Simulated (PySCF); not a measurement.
## A small calculation by hand: chemical shift, span and skew from a shielding tensor

C₂H₃Cl₂FSi, SMILES C=C(Cl)[Si@@H](F)Cl. Atoms are numbered in the order given.

```xyz
9

C     -2.0322     0.1670    -1.0057
C     -1.0610    -0.3188    -0.2269
Cl    -1.4153    -1.2517     1.2203
Si     0.7579    -0.0967    -0.5621
F      0.8760     0.7073    -1.9675
Cl     1.6174     1.0470     0.9167
H     -1.7661     0.7392    -1.8987
H     -3.0922     0.0146    -0.7831
H      1.4883    -1.3739    -0.6749
```
Charge 0, spin multiplicity 1.

Geometry: B3LYP-D3(BJ)/def2-SVP. The structure was generated by enumeration; whether it is a known compound was not checked. Other conformers were not sampled.

GIAO shieldings from PBE/pcSseg-1 (PySCF), non-relativistic, no solvent. The symmetric part of the tensor of F5 has the principal values 268.7, 320.1, 353.6 ppm. The same nucleus in CFCl3 has σ = 133.6 ppm at this level (PySCF, at its B3LYP-D3(BJ)/def2-TZVP geometry). Without spin–orbit terms, shifts of atoms bonded to Cl or Br come out too high.

Q: Work out the isotropic shielding, the ¹⁹F shift against CFCl3, the span and the skew.

A: 
σ(iso) = (σ11 + σ22 + σ33)/3 = 314.1 ppm. δ = σ(ref) − σ(iso) = 133.6 − (314.1) = -180.5 ppm.
Span Ω = σ33 − σ11 = 84.9 ppm. Skew κ = 3(σ(iso) − σ22)/Ω = -0.21. Tumbling in solution averages the tensor to δ; in a static solid the shielding alone would spread this spin-1/2 line over Ω.
